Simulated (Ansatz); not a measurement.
`C[CH2][Ge][Cl]` + H–F → `C[CH2][Ge][F]` + HCl at 600 K and 1 bar (ligand exchange at a Ge–Cl bond).

Program: Ansatz. Geometries: PBE0-D4/def2-TZVP. ΔE: electronic, gas phase. CCSD(T)/CBS is the MP2 limit (def2-TZVPP, def2-QZVPP) plus CCSD(T) − MP2 in def2-TZVPP, frozen cores. This one scheme is used for every species. For Ge outer-core shells are correlated without core-valence functions, which leaves a few kJ/mol of doubt a bond. Scalar relativity is left out up to krypton. Each species was taken in one conformer, which may not be the lowest.

```json
{"species": "`C[CH2][Ge][Cl]`", "CCSD(T)/CBS energy (Eh)": "-2615.03092", "H − E (kJ/mol)": "223.2", "S (J/(mol·K))": "420.5"}
{"species": "H–F", "CCSD(T)/CBS energy (Eh)": "-100.39570", "H − E (kJ/mol)": "42.3", "S (J/(mol·K))": "194.0"}
{"species": "`C[CH2][Ge][F]`", "CCSD(T)/CBS energy (Eh)": "-2255.03793", "H − E (kJ/mol)": "224.0", "S (J/(mol·K))": "410.6"}
{"species": "HCl", "CCSD(T)/CBS energy (Eh)": "-460.38127", "H − E (kJ/mol)": "35.4", "S (J/(mol·K))": "207.2"}
```

H − E and S are ideal-gas, rigid-rotor, harmonic terms from PBE0-D4/def2-TZVP, for one conformer and one mirror image of each species. 1 Eh = 2625.50 kJ/mol, R = 8.31446 J/(mol·K).

Problem. By hand: ΔE, ΔH, ΔS and ΔG.

Solution. ΔE = (-2255.03793) + (-460.38127) − (-2615.03092) − (-100.39570) = 0.00742 Eh = 19.5 kJ/mol. Δ(H − E) = 224.0 + 35.4 − 223.2 − 42.3 = -6.1, so ΔH = 13.4 kJ/mol. ΔS = 410.6 + 207.2 − 420.5 − 194.0 = 3.3 J/(mol·K). ΔG = 13.4 − 600 × (3.3)/1000 = 11.4 kJ/mol.

Problem. By hand: the equilibrium constant, and the temperature at which ΔG would vanish if ΔH and ΔS stayed fixed.

Solution. log₁₀ K = −ΔG/(RT ln 10) = -1.0. ΔG = 0 at ΔH/ΔS = 4061 K, far beyond where these terms or the molecules hold.

The number of gas molecules stays the same, so ΔS is small and ΔH decides. A doubt of 5 kJ/mol in ΔE shifts log₁₀ K by 0.4 here. Other conformers and mirror images would add mixing entropy, several J/(mol·K) or more a flexible species. Modes under 60 cm⁻¹, often nearly free rotors, make the harmonic entropy too high. These are equilibria of isolated gas molecules and say nothing of rates. Largest T1 diagnostic: 0.013 (customary marks: 0.02 for closed shells, 0.045 for open ones).
